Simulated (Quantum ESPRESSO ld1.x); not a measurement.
Q: All-electron atom: Ar5+ in [Ne] 3s2 3p1. Method: scalar-relativistic Kohn-Sham, BLYP, spin-unpolarised, spherical densities, point nucleus; computed with ld1.x of Quantum ESPRESSO 7.5. Some entries of the table are withheld. Estimate them.

orbital  occ.  eigenvalue (eV)  <r^2> (bohr^2)  <r> (bohr)
1s          2         -3216.13             (1)     0.08571
2s          2              (2)          0.2016         (3)
2p          6         -320.131          0.1735      0.3739
3s          2              (4)           1.694         (5)
3p          1         -81.9310           1.900       1.283

A: 
(1) 1s <r^2> (bohr^2): 0.009883
(2) 2s eigenvalue (eV): -386.498
(3) 2s <r> (bohr): 0.4123
(4) 3s eigenvalue (eV): -98.4147
(5) 3s <r> (bohr): 1.219
